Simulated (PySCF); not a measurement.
C2H10GeO2P2 (SMILES C[O][Ge]([PH2])([PH2])[O]C), singlet, at a GFN2-xTB geometry, with bond 13-5 at 2.4 times its length; SA2-CASSCF(2,3)/STO-3G (PySCF).

PySCF was given this input:
```python
from pyscf import gto, scf, mcscf
import numpy

mol = gto.M(
    atom='''
C    -0.935084   -1.590970    1.976934
O    -1.140509   -0.430574    1.214195
Ge   -0.126134    0.129118   -0.171959
P     0.859900   -1.838994   -1.064025
P    -1.552503    1.785910   -1.007202
O     1.258984    1.115374    0.471491
C     2.442254    0.586620    1.012362
H    -0.414213   -1.348703    2.906852
H    -0.346691   -2.338983    1.431195
H    -1.912189   -2.018326    2.213961
H    -0.334927   -2.194657   -1.673108
H     1.290998   -1.150881   -2.189393
H     1.053492    3.762982   -1.673028
H    -1.674969    2.285705    0.282446
H     2.342891    0.443041    2.091261
H     2.703889   -0.374601    0.553879
H     3.246394    1.299888    0.817369
''',
    basis='sto-3g',
    charge=0,
    spin=0,
    verbose=4,
)

mf = scf.RHF(mol)
mf.kernel()
mc = mcscf.CASSCF(mf, 3, 2)
mc.fix_spin_(ss=0.0)
mc = mc.state_average_([0.5, 0.5])
mc.kernel()
```

Task: Predict the main parts of the log of this PySCF run.

Result: 
```
PySCF version 2.14.0

[INPUT] verbose = 4
[INPUT] num. atoms = 17
[INPUT] num. electrons = 100
[INPUT] charge = 0
[INPUT] spin (= nelec alpha-beta = 2S) = 0
[INPUT] symmetry False subgroup None
[INPUT] Mole.unit = angstrom
[INPUT] Symbol           X                Y                Z      unit          X                Y                Z       unit  Magmom
[INPUT]  1 C     -0.935084000000  -1.590970000000   1.976934000000 AA   -1.767052663463  -3.006497572399   3.735863826341 Bohr   0.0
[INPUT]  2 O     -1.140509000000  -0.430574000000   1.214195000000 AA   -2.155249652602  -0.813666936358   2.294496011816 Bohr   0.0
[INPUT]  3 Ge    -0.126134000000   0.129118000000  -0.171959000000 AA   -0.238358714996   0.243997657752  -0.324955414654 Bohr   0.0
[INPUT]  4 P      0.859900000000  -1.838994000000  -1.064025000000 AA    1.624975494513  -3.475195004718  -2.010715839690 Bohr   0.0
[INPUT]  5 P     -1.552503000000   1.785910000000  -1.007202000000 AA   -2.933805477566   3.374880783122  -1.903335932114 Bohr   0.0
[INPUT]  6 O      1.258984000000   1.115374000000   0.471491000000 AA    2.379134955209   2.107751386461   0.890988860197 Bohr   0.0
[INPUT]  7 C      2.442254000000   0.586620000000   1.012362000000 AA    4.615191186624   1.108551139192   1.913086918917 Bohr   0.0
[INPUT]  8 H     -0.414213000000  -1.348703000000   2.906852000000 AA   -0.782749127234  -2.548679293379   5.493154164644 Bohr   0.0
[INPUT]  9 H     -0.346691000000  -2.338983000000   1.431195000000 AA   -0.655151039852  -4.420037280014   2.704566580847 Bohr   0.0
[INPUT] 10 H     -1.912189000000  -2.018326000000   2.213961000000 AA   -3.613513508406  -3.814083370089   4.183779940468 Bohr   0.0
[INPUT] 11 H     -0.334927000000  -2.194657000000  -1.673108000000 AA   -0.632920301722  -4.147300667360  -3.161715896819 Bohr   0.0
[INPUT] 12 H      1.290998000000  -1.150881000000  -2.189393000000 AA    2.439632647361  -2.174849891966  -4.137353149040 Bohr   0.0
[INPUT] 13 H      1.053492000000   3.762982000000  -1.673028000000 AA    1.990811354420   7.111005391668  -3.161564718729 Bohr   0.0
[INPUT] 14 H     -1.674969000000   2.285705000000   0.282446000000 AA   -3.165232677137   4.319356451549   0.533745584979 Bohr   0.0
[INPUT] 15 H      2.342891000000   0.443041000000   2.091261000000 AA    4.427422329708   0.837226151953   3.951910544984 Bohr   0.0
[INPUT] 16 H      2.703889000000  -0.374601000000   0.553879000000 AA    5.109609681224  -0.707893295988   1.046679616148 Bohr   0.0
[INPUT] 17 H      3.246394000000   1.299888000000   0.817369000000 AA    6.134795552431   2.456432312609   1.544603552710 Bohr   0.0

nuclear repulsion = 817.584544625507
number of shells = 40
number of NR pGTOs = 198
number of NR cGTOs = 66
basis = sto-3g
ecp = {}

******** <class 'pyscf.scf.hf.RHF'> ********
method = RHF
initial guess = minao
damping factor = 0
level_shift factor = 0
DIIS = <class 'pyscf.scf.diis.CDIIS'>
diis_start_cycle = 1
diis_space = 8
diis_damp = 0
SCF conv_tol = 1e-09
SCF conv_tol_grad = None
SCF max_cycles = 50
direct_scf = True
direct_scf_tol = 1e-13
Set gradient conv threshold to 3.16228e-05
Initial guess from minao.
init E= -2950.92184606274
  HOMO = -0.310515224970265  LUMO = -0.248781399551646  gap/eV = 1.67986
cycle= 1 E= -2953.20436411105  delta_E= -2.28  |g|= 0.836  |ddm|= 4.97
  HOMO = -0.0358687682946256  LUMO = 0.0520859798942938  gap/eV = 2.39337
cycle= 2 E= -2953.39079349908  delta_E= -0.186  |g|= 0.463  |ddm|= 2.92
  HOMO = -0.118367816213239  LUMO = 0.035807769037577  gap/eV = 4.19533
cycle= 3 E= -2953.45480229882  delta_E= -0.064  |g|= 0.404  |ddm|= 2.41
  HOMO = -0.121048798367479  LUMO = 0.0183235206451369  gap/eV = 3.79251
cycle= 4 E= -2953.6042935974  delta_E= -0.149  |g|= 0.0532  |ddm|= 1.25
  HOMO = -0.140289101848991  LUMO = 0.0548512440458432  gap/eV = 5.31004
cycle= 5 E= -2953.60627951161  delta_E= -0.00199  |g|= 0.0138  |ddm|= 0.121
  HOMO = -0.142046552839539  LUMO = 0.0563968494141744  gap/eV = 5.39992
cycle= 6 E= -2953.60644420176  delta_E= -0.000165  |g|= 0.00703  |ddm|= 0.0446
  HOMO = -0.140000965244436  LUMO = 0.0553893639610593  gap/eV = 5.31684
cycle= 7 E= -2953.6064912769  delta_E= -4.71e-05  |g|= 0.00206  |ddm|= 0.0206
  HOMO = -0.139927120553365  LUMO = 0.0559945529123611  gap/eV = 5.33130
cycle= 8 E= -2953.60649915277  delta_E= -7.88e-06  |g|= 0.000842  |ddm|= 0.0116
  HOMO = -0.140367312129096  LUMO = 0.0563325748393363  gap/eV = 5.35248
cycle= 9 E= -2953.60650093398  delta_E= -1.78e-06  |g|= 0.000367  |ddm|= 0.00661
  HOMO = -0.14022844724878  LUMO = 0.0560784671445546  gap/eV = 5.34178
cycle= 10 E= -2953.60650114127  delta_E= -2.07e-07  |g|= 6.03e-05  |ddm|= 0.00218
  HOMO = -0.140251151134721  LUMO = 0.0560911332299656  gap/eV = 5.34275
cycle= 11 E= -2953.60650114879  delta_E= -7.52e-09  |g|= 1.93e-05  |ddm|= 0.000396
  HOMO = -0.140255758909161  LUMO = 0.0560909903789474  gap/eV = 5.34287
cycle= 12 E= -2953.60650114938  delta_E= -5.87e-10  |g|= 4.2e-06  |ddm|= 0.000103
  HOMO = -0.14025554358273  LUMO = 0.0560911921162511  gap/eV = 5.34287
Extra cycle  E= -2953.60650114942  delta_E= -4.18e-11  |g|= 2.05e-06  |ddm|= 1.25e-05
converged SCF energy = -2953.60650114942

******** <class 'pyscf.mcscf.addons.StateAverageCASSCF'> ********
CAS (1e+1e, 3o), ncore = 49, nvir = 14
max_cycle_macro = 50
max_cycle_micro = 4
conv_tol = 1e-07
conv_tol_grad = None
orbital rotation max_stepsize = 0.02
orbital rotation threshold for CI restart = 0.01
augmented hessian ah_max_cycle = 30
augmented hessian ah_conv_tol = 1e-12
augmented hessian ah_linear dependence = 1e-14
augmented hessian ah_level shift = 1e-08
augmented hessian ah_start_tol = 2.5
augmented hessian ah_start_cycle = 3
augmented hessian ah_grad_trust_region = 3
kf_trust_region = 3
kf_interval = 4
ci_response_space = 4
ci_grad_trust_region = 3
with_dep4 0
natorb = False
canonicalization = True
sorting_mo_energy = False
ao2mo_level = 2
internal_rotation = False
******** <class 'pyscf.mcscf.addons.StateAverageSpinPenaltyFCISolver'> ********
max. cycles = 50
conv_tol = 1e-08
davidson only = True
linear dependence = 1e-12
level shift = 0.001
max iter space = 12
nroots = 2
pspace_size = 400
spin = None
State-average over 2 states with weights [0.5, 0.5]
CASCI E = -2953.66321699632  S^2 = 0.0000000
Set conv_tol_grad to 0.000316228
macro iter   1 ( 19 JK    4 micro), CASSCF E = -2953.68525007261  dE = -2.20330763e-02  S^2 = 0.0000000
               |grad[o]|=0.113  |ddm|=0.00982  |maxRot[o]|=0.264
macro iter   2 (  8 JK    3 micro), CASSCF E = -2953.68528249287  dE = -3.24202510e-05  S^2 = 0.0000000
               |grad[o]|=0.00385  |ddm|=0.000237  |maxRot[o]|=0.0108
macro iter   3 (  1 JK    1 micro), CASSCF E = -2953.68528249287  dE =  0.00000000e+00  S^2 = 0.0000000
               |grad[o]|=1.25e-05  |ddm|=1.3e-16  |maxRot[o]|=    0
1-step CASSCF converged in   3 macro ( 28 JK   8 micro) steps
CASSCF canonicalization
Density matrix diagonal elements [0.86172288 0.63828115 0.49999597]
CASSCF energy = -2953.68528249287
CASCI E = -2953.68528249287  E(CI) = -0.772323443339701  S^2 = 0.0000000
CASCI state-averaged energy = -2953.68528249287
CASCI energy for each state
  State 0 weight 0.5  E = -2953.80804409919 S^2 = 0.0000000
  State 1 weight 0.5  E = -2953.56252088654 S^2 = 0.0000000
```
